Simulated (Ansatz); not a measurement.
Input file for C2H6ClInO (`CC[O][InH][Cl]`):

```yaml
crystal:
  periodic: [false, false, false]
  atoms:
    - {symbol: C, position_ang: [-0.841896, 0.919430, 0.808268]}
    - {symbol: C, position_ang: [-0.896427, -0.432436, 0.131276]}
    - {symbol: O, position_ang: [0.295817, -1.164313, 0.310556]}
    - {symbol: In, position_ang: [1.905708, -0.853474, -0.772912]}
    - {symbol: Cl, position_ang: [1.449502, 0.656293, -2.493209]}
    - {symbol: H, position_ang: [-0.601564, 0.806856, 1.867759]}
    - {symbol: H, position_ang: [-1.802001, 1.435873, 0.723474]}
    - {symbol: H, position_ang: [-0.081343, 1.554680, 0.343153]}
    - {symbol: H, position_ang: [-1.704270, -1.033275, 0.566866]}
    - {symbol: H, position_ang: [-1.133248, -0.300109, -0.933015]}
    - {symbol: H, position_ang: [3.409743, -1.589526, -0.552217]}
basis:
  gaussian: {orbitals: def2-TZVPP}
correlation: {method: ccsd_t}
output: {orbitals: {seedname: orbitals}}
```

```sh
$ ansatz run in.yaml --threads 4 --pin off --events-out ev --progress --plain --max-ram 10444MiB
```

Log, shortened:

```
Functional definition: HF
1772 factors; integrals over basis functions are off by at most 9.5e-4 eV
mean field evaluation 1: about -21844.1487 eV, gradient 4.4e1 eV
mean field evaluation 2: about -21844.3075 eV, gradient 4.4e1 eV
mean field evaluation 4: about -21848.8033 eV, gradient 5.2e0 eV
mean field evaluation 8: about -21848.8861 eV, gradient 2.8e-1 eV
mean field evaluation 16: about -21848.8868 eV, gradient 9.6e-7 eV
mean field -21848.88678570 eV, -802.9317796671 hartree, gradient 9.6e-7 eV, S^2 0.000000; 0 other end points of the search recorded, 0 dependent functions left out
12 core orbitals not correlated: weight in the atoms' cores, before any rotation towards them, 1.000 or more for the frozen orbitals, at most 0.000 for the correlated occupied ones
reference -21848.88678570 eV, -802.9317796671 hartree; 20, 20 occupied and 237, 237 virtual orbitals, 1772 factors
second order -28.92709233 eV of doubles, -0.00000000 eV of singles
cycle   1  -29.06363170 eV  change   -1.4e-1 eV  update   1.3e-1
cycle   2  -29.74573466 eV  change   -6.8e-1 eV  update   4.2e-2
cycle   3  -29.93119350 eV  change   -1.9e-1 eV  update   2.7e-2
cycle   4  -29.92785131 eV  change    3.3e-3 eV  update   8.5e-3
cycle   5  -29.91912948 eV  change    8.7e-3 eV  update   4.6e-3
cycle   6  -29.92024312 eV  change   -1.1e-3 eV  update   1.8e-3
cycle   7  -29.92037936 eV  change   -1.4e-4 eV  update   7.9e-4
cycle   8  -29.92023430 eV  change    1.5e-4 eV  update   2.3e-4
cycle   9  -29.92033919 eV  change   -1.0e-4 eV  update   7.9e-5
cycle  10  -29.92037380 eV  change   -3.5e-5 eV  update   2.6e-5
perturbative correction -1.12958939 eV, -0.0415116444 hartree
Total energy: -21879.93674889 eV, -804.0728447680 hartree
```

Run time 95 s (4 threads of an Intel Xeon 6975P-C on a shared host); peak host memory 8.4 GiB.

MP2 recovers 93.2 % of the CCSD(T) correlation energy and the triples give 3.6 %; T1 = 0.0151.
